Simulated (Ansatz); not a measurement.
AlCl3, charge +1, doublet, at a GFN2-xTB geometry (such geometries of metal compounds can be far from the true shape) (a state made from the parent by changing its charge; the spin is typed, not shown lowest). Base run: CAM-B3LYP/pcseg-1 (Ansatz, a quantum-chemistry and plane-wave program).

The Ansatz input:
Ansatz 0.2 input:
```yaml
crystal:
  periodic: [false, false, false]
  atoms:
    - {symbol: Al, position_ang: [0.00646365, -0.00701963, -0.01811267]}
    - {symbol: Cl, position_ang: [-1.72362629, -1.06706196, -0.19564716]}
    - {symbol: Cl, position_ang: [0.09985445, 1.91035320, -0.69883215]}
    - {symbol: Cl, position_ang: [1.61882905, -0.83792328, 0.90833017]}
basis:
  gaussian:
    orbitals: pcseg-1.json
hamiltonian:
  xc: cam_b3lyp
total_charge: 1
magnetization: {spin_polarized: true, initial_magnetization: 1}
```
The basis file holds pcseg-1 in the JSON format of the Basis Set Exchange.

Each row names what was changed in the base input (with any setting that the change needs).

| change | ΔE vs base (mEh) |
|---|---|
| base | 0.000 |
| final_grid = 6, 12, 29 | -0.002 |
| forces = on | 0.000 |
| accuracy = high | -0.001 |
| final_grid = 4, 8, 17 | 0.177 |
| nuclear_model = gaussian | 1.412 |
| point_charge = charge:0.5 position_ang:-0.5841, 0.0499, -5.0034 | 50.838 |
| final_grid = 10, 20, 41 | 0.000 |
| fitting.mean_field = def2-universal-JKFIT | -0.032 |
| lower_state_search = light | 0.000 |
| final_grid = 14, 28, 59 | 0.000 |
